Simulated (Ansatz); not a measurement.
`C[CH](C)[Ge][OH]` and `CC(C)[Si]Cl` differ in one atom or group.

Ansatz, PBE0-D4/def2-TZVP geometries, multiplicity 1. Each molecule was computed in one conformer, which needn't be the lowest.

Scalar relativity is left out up to krypton.

```json
{"property": "HOMO–LUMO gap (PBE0/def2-TZVPP) / eV", "`C[CH](C)[Ge][OH]`": "4.46"}
{"property": "HOMO energy (PBE0/def2-TZVPP) / eV", "`C[CH](C)[Ge][OH]`": "-6.26"}
{"property": "zero-point energy (PBE0-D4/def2-TZVP) / kJ/mol", "`C[CH](C)[Ge][OH]`": "279.3"}
{"property": "HOMO energy (B3LYP/def2-TZVPP) / eV", "`C[CH](C)[Ge][OH]`": "-6.10"}
{"property": "ideal-gas entropy at 298 K and 1 bar (rigid rotor, harmonic PBE0-D4/def2-TZVP) / J/(mol·K)", "`C[CH](C)[Ge][OH]`": "361"}
{"property": "HOMO energy (ωB97M-V/def2-TZVPP) / eV", "`C[CH](C)[Ge][OH]`": "-8.37"}
```

Q: Give the same properties after the change, and the shifts. (An estimate is asked.)

A: Ansatz gave: 
| property | `CC(C)[Si]Cl` | shift |
| --- | --- | --- |
| HOMO–LUMO gap (PBE0/def2-TZVPP) / eV | 4.01 | -0.45 |
| HOMO energy (PBE0/def2-TZVPP) / eV | -6.43 | -0.17 |
| zero-point energy (PBE0-D4/def2-TZVP) / kJ/mol | 248.0 | -31.3 |
| HOMO energy (B3LYP/def2-TZVPP) / eV | -6.26 | -0.16 |
| ideal-gas entropy at 298 K and 1 bar (rigid rotor, harmonic PBE0-D4/def2-TZVP) / J/(mol·K) | 359 | -2 |
| HOMO energy (ωB97M-V/def2-TZVPP) / eV | -8.51 | -0.14 |

With PBE0 the HOMO falls by 0.17 eV and the LUMO falls by 0.63 eV, so the gap narrows by about 0.46 eV. PBE moves the HOMO by -0.16 eV and ωB97M-V by -0.14 eV. The zero-point energy changes by -31.3 kJ/mol with -3 modes. Modes under 60 cm⁻¹, often nearly free rotors, make the harmonic entropy too high.

Positive LUMOs are unbound, so they and the gaps depend on the basis.

B3LYP here is the variant with VWN-RPA as its local correlation; programs differ in this.
